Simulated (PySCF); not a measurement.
Compound: C6H9FN (doublet state).
Z-matrix (Å and degrees, GFN2-xTB geometry), rows numbered from 1:
```
N 
C   1  1.3963
C   2  1.4462  1  120.38
C   3  1.5464  2  121.90  1  -120.46
F   4  1.3694  3  117.83  2   141.49
C   4  1.4707  3   59.43  2  -109.81
C   6  1.4807  3  137.86  4  -130.30
C   6  1.4799  3  137.47  4   131.20
H   1  1.0113  2  113.75  3   -29.35
H   1  1.0107  2  114.26  3  -160.27
H   2  1.0752  1  116.19  3  -159.48
H   3  1.0864  2  114.74  1    22.66
H   4  1.0832  3  120.51  6   111.26
H   7  1.0802  6  118.03  8   107.73
H   7  1.0805  6  118.57  8  -107.96
H   8  1.0806  6  118.36  7   108.13
H   8  1.0806  6  118.31  7  -107.76
```

The hyperfine couplings belong to this conformer and change with its torsions.

The species is `N[CH][C@@H]1[C@@H](F)C12CC2` [radical].

Method: UKS B3LYP, pcH-1 on C F H N, non-relativistic, mean-field spin-orbit, GIAO in PySCF 2.14.0. Isolated species at its GFN2-xTB geometry (one conformer only). The geometry wasn't refined by DFT: couplings that depend on bond lengths, twists or pyramidal angles can differ widely from those at the functional's own minimum. No stability test was run, so a lower SCF solution isn't excluded.

Task: Match the computed a_iso(13C) values +101.8, +88.0, +44.1, -34.9 MHz with the sites C2; C3; C4; C6.

Result: 
```tsv
site	a_iso (MHz)	ρ(0) (bohr⁻³)	position	distance from C2 (Å)	spin population	largest |T| (MHz)
C2	+88.0	+0.0782	largest spin population	0.00	+0.82	136.9
C3	-34.9	-0.0310	1 bond from C2	1.45	-0.09	4.8
C4	+101.8	+0.0906	2 bonds from C2	2.62	+0.09	18.6
C6	+44.1	+0.0393	2 bonds from C2	2.57	+0.03	8.1
```

ρ(0) is the spin density at the nucleus and T the dipolar tensor; entries for several nuclei are means. The Mulliken spin populations are largest on C2 (+0.82), N1 (+0.16), C4 (+0.09) and C3 (-0.09). The positive populations add up to 1.13 and the negative ones to -0.13, together 2S = 1. The angles at C2 add up to 356.7°, so it is nearly planar; its axial dipolar tensor and the negative coupling of its proton fit spin in a p orbital normal to that plane.

Nuclei that the bonding pattern makes equivalent are averaged, as if the motion that swaps them (rotation, inversion, ring flip) were fast. The 1H value of +12.6 MHz is a mean of couplings from 3.6 to 21.5 MHz in this one geometry, not an average over conformers.

Hardware: an Arm Neoverse V2 with one thread, on a shared host. Cost: 63 s wall (grids of density and orbitals included), 1.1 GiB resident at most.
